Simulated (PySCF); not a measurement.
**Diatomics of O with group 12**

PBE0 with triple-zeta basis sets in PySCF, for the lowest determinant that a PBE0 search found; no spin–orbit coupling. De refers to high-spin ground-configuration atoms. A positive dipole means M(−)O(+).

| M | basis | state (unpaired electrons) | Re (Å) | ωe (cm⁻¹) | De (eV) | μ (D) |
| --- | --- | --- | --- | --- | --- | --- |
| Zn | def2-TZVPP | triplet (σ ↑, π ↑) | 1.866 | 529 | 1.42 | -2.41 |
| Hg | def2-TZVPP | triplet (σ ↑, π ↑) | 2.184 | 290 | 0.37 | -1.97 |

Question: The row for M = Cd is missing. Estimate Re, ωe and De as the mean of the rows for Zn and Hg, and compare with the calculation.

Answer: The means are 2.025 Å, 410 cm⁻¹ and 0.90 eV. PBE0 in def2-TZVPP gives CdO as a triplet (σ ↑, π ↑) with Re = 2.092 Å, ωe = 418 cm⁻¹, De = 0.96 eV, so the estimate is off by -6.7 pm, -2 % and -0.06 eV.

Weak bonds: HgO. Basis-set superposition, not corrected here, can be much of De in a small basis, most of all at correlated wavefunction levels. Functionals without a dispersion term scatter widely for such bonds, and LDA overbinds them. These are scalar-relativistic numbers at best; spin–orbit coupling would shift them, the dissociation energy most. States were picked by a PBE0 search and need not be the measured ground states.
